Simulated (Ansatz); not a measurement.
What each rung costs, and what it gives

Saddle point of GaN2H4Cl, singlet (GaN₂H₄Cl ([NH2][Ga]([NH2])[Cl]) → GaNHCl ([NH][Ga][Cl]) + NH₃ (still joined by a long Ga–N bond); bonds formed: N2–H4; bonds broken: N3–H4; bonds weakened to dative contacts: Ga1–N2), PBE0-D4/def2-TZVP structure:

```tsv
atom	x (Å)	y (Å)	z (Å)
Ga1	-0.5274	0.5545	0.6561
N2	0.9525	0.0894	-0.6057
N3	-1.0350	-1.0531	0.1510
H4	0.1376	-0.8659	-0.5534
Cl5	-0.6021	2.4020	1.6886
H6	1.0299	0.5693	-1.4928
H7	1.8826	-0.0893	-0.2507
H8	-1.8379	-1.6070	0.4069
```

Barriers are electronic and count from the start structure reached by relaxing down the imaginary mode.

Computed with Ansatz 0.2.0 (basis: as named in each row); correlated methods freeze the cores. Filled d shells of the heavier atoms are correlated. The def2 sets are not built for correlating such inner shells, so the correlated values are less sure here. B3LYP uses VWN-RPA correlation. Extrapolation: Hartree–Fock as exp(−7.88 √X), correlation as X^−2.97.

Times are rough, for one single point on 4 threads of a shared host (Arm Neoverse V1).

The estimate by CCSD(T) at an estimated basis limit (MP2 extrapolated from triple and quadruple zeta, plus CCSD(T) − MP2 in triple zeta) is 2.399 eV.

```json
{"method": "HF", "basis": "STO-3G", "time (s)": "under 1", "barrier (eV)": "3.120", "method less estimate": "0.721"}
{"method": "SPW92", "basis": "def2-SVP", "time (s)": "under 1", "barrier (eV)": "1.724", "method less estimate": "-0.676"}
{"method": "PBE-D4", "basis": "STO-3G", "time (s)": "under 1", "barrier (eV)": "1.206", "method less estimate": "-1.193"}
{"method": "PBE-D4", "basis": "def2-SVP", "time (s)": "under 1", "barrier (eV)": "1.887", "method less estimate": "-0.512"}
{"method": "B3LYP-D4", "basis": "6-31G", "time (s)": "under 1", "barrier (eV)": "2.286", "method less estimate": "-0.113"}
{"method": "SPW92", "basis": "def2-TZVPP", "time (s)": "1", "barrier (eV)": "1.861", "method less estimate": "-0.538"}
{"method": "PBE0-D4", "basis": "def2-SVP", "time (s)": "1", "barrier (eV)": "2.197", "method less estimate": "-0.202"}
{"method": "PBE-D4", "basis": "def2-TZVPP", "time (s)": "2", "barrier (eV)": "2.022", "method less estimate": "-0.377"}
{"method": "BLYP-D4", "basis": "def2-TZVPP", "time (s)": "2", "barrier (eV)": "2.118", "method less estimate": "-0.281"}
{"method": "BHLYP-D4", "basis": "def2-TZVPP", "time (s)": "2", "barrier (eV)": "2.650", "method less estimate": "0.251"}
{"method": "B3LYP-D4", "basis": "def2-TZVPP", "time (s)": "2", "barrier (eV)": "2.338", "method less estimate": "-0.061"}
{"method": "PBE0-D4", "basis": "def2-TZVPP", "time (s)": "3", "barrier (eV)": "2.300", "method less estimate": "-0.099"}
{"method": "CAM-B3LYP-D4", "basis": "def2-TZVPP", "time (s)": "3", "barrier (eV)": "2.458", "method less estimate": "0.059"}
{"method": "r2SCAN-D4", "basis": "def2-TZVPP", "time (s)": "4", "barrier (eV)": "2.231", "method less estimate": "-0.168"}
{"method": "CCSD(T)", "basis": "def2-SVP", "time (s)": "4", "barrier (eV)": "2.333", "method less estimate": "-0.066"}
{"method": "wB97M-V", "basis": "def2-SVP", "time (s)": "4", "barrier (eV)": "2.321", "method less estimate": "-0.078"}
{"method": "r2SCAN0-D4", "basis": "def2-TZVPP", "time (s)": "4", "barrier (eV)": "2.424", "method less estimate": "0.024"}
{"method": "PBE-QIDH", "basis": "def2-TZVPP", "time (s)": "5", "barrier (eV)": "2.420", "method less estimate": "0.021"}
{"method": "RPA on PBE", "basis": "def2-TZVPP", "time (s)": "5", "barrier (eV)": "2.299", "method less estimate": "-0.100"}
{"method": "B2PLYP", "basis": "def2-TZVPP", "time (s)": "5", "barrier (eV)": "2.341", "method less estimate": "-0.058"}
{"method": "wB97X-V", "basis": "def2-TZVPP", "time (s)": "6", "barrier (eV)": "2.499", "method less estimate": "0.100"}
{"method": "B97M-V", "basis": "def2-TZVPP", "time (s)": "8", "barrier (eV)": "2.346", "method less estimate": "-0.053"}
{"method": "wB97M-V", "basis": "def2-TZVPP", "time (s)": "8", "barrier (eV)": "2.437", "method less estimate": "0.037"}
{"method": "MP2", "basis": "def2-QZVPP", "time (s)": "16", "barrier (eV)": "2.327", "method less estimate": "-0.072"}
{"method": "CCSD(T)", "basis": "def2-TZVPP", "time (s)": "89", "barrier (eV)": "2.381", "method less estimate": "-0.019"}
```

All methods are single points on the PBE0-D4 structures.

The T1 diagnostic stays at or below 0.018.

Labels in which every atom is bracketed show which atoms are joined, not bond orders.
